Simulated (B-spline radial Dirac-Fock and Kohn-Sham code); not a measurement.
# Isotope-shift constants of the inner levels of Se⁶⁺

System: the Se⁶⁺ ion, 1s2 2s2 2p6 3s2 3p6 3d10.

Model: first-order field-shift and mass-shift constants from Dirac-Fock ground and hole states with a Fermi nucleus; the mass shift has no relativistic recoil terms. Program: an atomic code on a B-spline grid. A binding energy shifts by δE = F·δ⟨r²⟩ + (K_N + K_S)·δ(1/M); F is taken for a change of radius at fixed skin thickness and so holds the higher radial moments.

```
     level  F (meV/fm²)  K_N (meV u)  K_S (meV u)
    K (1s)       -11.64        -7015         2882
   L1 (2s)       -1.189       -967.6       -205.8
L2 (2p1/2)      0.08174       -867.2        983.0
L3 (2p3/2)      0.08987       -844.3        925.2
   M1 (3s)      -0.1906       -182.8       -72.56
M2 (3p1/2)      0.01171       -148.1        117.7
M3 (3p3/2)      0.01312       -144.7        103.4
M4 (3d3/2)     0.008575       -84.54        92.02
M5 (3d5/2)     0.008432       -84.04        90.96
```

Line shifts in meV from A = 80 (mass 79.9165 u, rms radius 4.14 fm); radii from Angeli and Marinova (2013).

```
 A  mass (u)  radius (fm)    Kα1    Kα2    Kβ1    Lα1
74   73.9225         4.07  +2.47  +2.42  +2.54  +0.03
76   75.9192       4.1395  -2.73  -2.75  -2.65  +0.05
77   76.9199       4.1395  -2.01  -2.02  -1.95  +0.04
78   77.9173       4.1406      ?      ?      ?      ?
82   81.9167         4.14  +1.29  +1.30  +1.25  -0.02
```

Task: What are the shifts for A = 78?

Result: Kα1 -1.41 meV (field -0.06, mass -1.35); Kα2 -1.42 meV (field -0.06, mass -1.36); Kβ1 -1.37 meV (field -0.06, mass -1.31); Lα1 +0.02 meV (field 0.00, mass +0.02).

Values without a named source are computed, but for edge energies of neutral atoms, which are taken from tables.
